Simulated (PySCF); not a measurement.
## `FC1(F)[C@@H]2CO[C@H]1C2`, C₅H₆F₂O

Molfile (atoms numbered from 1):
```
C5H6F2O
     RDKit          3D

 14 15  0  0  0  0  0  0  0  0999 V2000
    1.8174   -0.8143    1.0400 F   0  0  0  0  0  0  0  0  0  0  0  0
    1.0596    0.1861    0.5412 C   0  0  0  0  0  0  0  0  0  0  0  0
    1.6597    1.3314    0.9398 F   0  0  0  0  0  0  0  0  0  0  0  0
   -0.4624    0.1402    0.7522 C   0  0  2  0  0  0  0  0  0  0  0  0
   -0.7371   -1.2261    0.1224 C   0  0  0  0  0  0  0  0  0  0  0  0
    0.0659   -1.1373   -1.0649 O   0  0  0  0  0  0  0  0  0  0  0  0
    0.6414    0.1448   -0.9434 C   0  0  1  0  0  0  0  0  0  0  0  0
   -0.5399    1.0361   -0.5027 C   0  0  0  0  0  0  0  0  0  0  0  0
   -0.9281    0.3836    1.6986 H   0  0  0  0  0  0  0  0  0  0  0  0
   -1.7851   -1.3712   -0.1508 H   0  0  0  0  0  0  0  0  0  0  0  0
   -0.3956   -2.0619    0.7379 H   0  0  0  0  0  0  0  0  0  0  0  0
    1.3118    0.3621   -1.7658 H   0  0  0  0  0  0  0  0  0  0  0  0
   -0.2677    2.0706   -0.3235 H   0  0  0  0  0  0  0  0  0  0  0  0
   -1.4406    0.9554   -1.1033 H   0  0  0  0  0  0  0  0  0  0  0  0
  1  2  1  0
  2  3  1  0
  2  4  1  0
  4  5  1  0
  5  6  1  0
  6  7  1  0
  7  8  1  0
  7  2  1  0
  8  4  1  0
  4  9  1  1
  5 10  1  0
  5 11  1  0
  7 12  1  6
  8 13  1  0
  8 14  1  0
M  END
```

Level of theory: GIAO B3LYP/pcSseg-1 magnetisability, rotational g tensor and spin-rotation constants, non-relativistic, gas phase (PySCF). Geometry: GFN2-xTB.

(1) Give the nuclear spin-rotation constants along the inertial axes (H = +C I·J) beside the isotropic shieldings.

(2) How do the rotational constants and the g tensor change when H9, H10, H11, H12, H13, H14 are replaced by deuterium?

Answers

(1) Rotational constants 3.4638, 2.2982, 1.8997 GHz. A star marks the isotopologue with that one atom substituted, in its own axes.
```csv
atom,isotope,Caa (kHz),Cbb (kHz),Ccc (kHz),mean (kHz),σ (ppm)
F1,19F,3.006,2.241,2.448,2.565,289.5
F3,19F,2.544,0.548,2.474,1.856,339.3
H9,1H,-0.369,-0.270,0.077,-0.187,29.1
H10,1H,0.126,-0.203,-0.194,-0.090,27.9
H11,1H,-0.326,0.110,-0.189,-0.135,27.4
H12,1H,-0.384,-0.261,0.136,-0.170,27.5
H13,1H,-0.227,-0.027,-0.221,-0.158,29.9
H14,1H,0.007,-0.197,-0.226,-0.139,30.4
C2,13C*,1.150,0.690,0.602,0.814,52.0
C4,13C*,0.700,0.458,0.371,0.510,130.9
C5,13C*,0.882,0.573,0.343,0.599,110.6
O6,17O*,-0.313,-0.203,-0.135,-0.217,294.9
C7,13C*,0.826,0.553,0.519,0.633,96.2
C8,13C*,0.467,0.463,0.334,0.421,149.3
```
For the geometry as given, no vibrational averaging.

(2) Constants 2.9942, 2.0984, 1.7507 GHz; g -0.0191, -0.0172, -0.0153, against -0.0218, -0.0186, -0.0167 before.
